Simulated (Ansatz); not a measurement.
CCl₃NOSn, SMILES `O=C=[N][Sn]([Cl])([Cl])[Cl]`, 7 atoms. Total charge 0; spin multiplicity 1. Correlated methods include outer-core shells of Sn, which these sets cover unevenly. Sn takes the def2 core potential. All runs use 4 threads of an Intel Xeon Platinum 8488C on a shared host. Correlated methods freeze the cores.

How many basis functions does each run have, and how long does it take in Ansatz? RKS PBE0-D4/def2-SVP energy; RHF-MP2/def2-QZVPP energy; RKS PBE0-D4/def2-TZVP frequencies; RKS BHLYP-D4/def2-TZVPP energy; RHF-CCSD(T)/def2-SVP energy; RKS PBE0-D4/def2-QZVPP energy; direct RPA on PBE orbitals/def2-TZVPP energy; RKS BLYP-D4/def2-TZVPP energy; RKS ωB97M-V/def2-QZVPP energy; RHF-CCSD(T)/def2-TZVPP energy; RKS PBE0-D4/def2-TZVP relaxation (7 steps); RKS HSE06 (plane-wave form)-D4/def2-TZVPP energy. (Best estimate.)

The calculation gave: Other jobs shared the machine, so times are rough.

```json
{"level": "RKS PBE0-D4/def2-SVP", "job": "energy", "functions": "122", "wall time": "1.6 s", "peak host memory (GiB)": "0.34"}
{"level": "RKS BLYP-D4/def2-TZVPP", "job": "energy", "functions": "269", "wall time": "2 s", "peak host memory (GiB)": "0.46"}
{"level": "RKS BHLYP-D4/def2-TZVPP", "job": "energy", "functions": "269", "wall time": "4.6 s", "peak host memory (GiB)": "1.2"}
{"level": "RKS HSE06 (plane-wave form)-D4/def2-TZVPP", "job": "energy", "functions": "269", "wall time": "4.9 s", "peak host memory (GiB)": "1.2"}
{"level": "direct RPA on PBE orbitals/def2-TZVPP", "job": "energy", "functions": "269", "wall time": "6.5 s", "peak host memory (GiB)": "0.76"}
{"level": "RHF-CCSD(T)/def2-SVP", "job": "energy", "functions": "122", "wall time": "10 s", "peak host memory (GiB)": "0.7"}
{"level": "RKS PBE0-D4/def2-QZVPP", "job": "energy", "functions": "463", "wall time": "11 s", "peak host memory (GiB)": "2.4"}
{"level": "RKS ωB97M-V/def2-QZVPP", "job": "energy", "functions": "463", "wall time": "20 s", "peak host memory (GiB)": "2.8"}
{"level": "RHF-MP2/def2-QZVPP", "job": "energy", "functions": "463", "wall time": "20 s", "peak host memory (GiB)": "2.7"}
{"level": "RKS PBE0-D4/def2-TZVP", "job": "relaxation (7 steps)", "functions": "254", "wall time": "44 s", "peak host memory (GiB)": "1"}
{"level": "RKS PBE0-D4/def2-TZVP", "job": "frequencies", "functions": "254", "wall time": "2.9 min", "peak host memory (GiB)": "1"}
{"level": "RHF-CCSD(T)/def2-TZVPP", "job": "energy", "functions": "269", "wall time": "5.1 min", "peak host memory (GiB)": "7.4"}
```
